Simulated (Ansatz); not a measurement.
`BC/C=C(/C)F` → `CC(C)=CBF`  (isomerisation)

Isolated molecules relaxed with PBE0-D4/def2-TZVP in Ansatz; ΔE leaves out vibrations. CBS: MP2 limit from def2 TZ/QZ plus the TZ coupled-cluster correction, frozen cores. Functionals use def2-TZVPP. B3LYP here is the variant with VWN-RPA as its local correlation; programs differ in this. One conformer a species, not always the lowest.

Is it downhill or uphill in electronic energy at CCSD(T)/CBS, and by how much? (Best estimate.)

Ansatz gave: Downhill: ΔE = -235.0 kJ/mol.

What do these levels give: B3LYP-D4, ωB97X-V, PBE, SCS-MP2/def2-QZVPP, HF/CBS(def2), MP2/CBS(def2)? (Estimate.)

Computed: B3LYP-D4 -234.6, ωB97X-V -224.9, PBE -214.1, SCS-MP2/def2-QZVPP -237.9, HF/CBS(def2) -259.1, MP2/CBS(def2) -234.8 kJ/mol.

Largest T1 diagnostic among the species: 0.012.

In def2-TZVPP, CCSD(T) changes the Hartree–Fock value by +25.3 kJ/mol (the triples alone add +4.7 kJ/mol) and MP2 by +25.5 kJ/mol. From PBE to PBE0 (25 % exact exchange), in def2-TZVPP and without D4, ΔE moves by −6.5 kJ/mol.
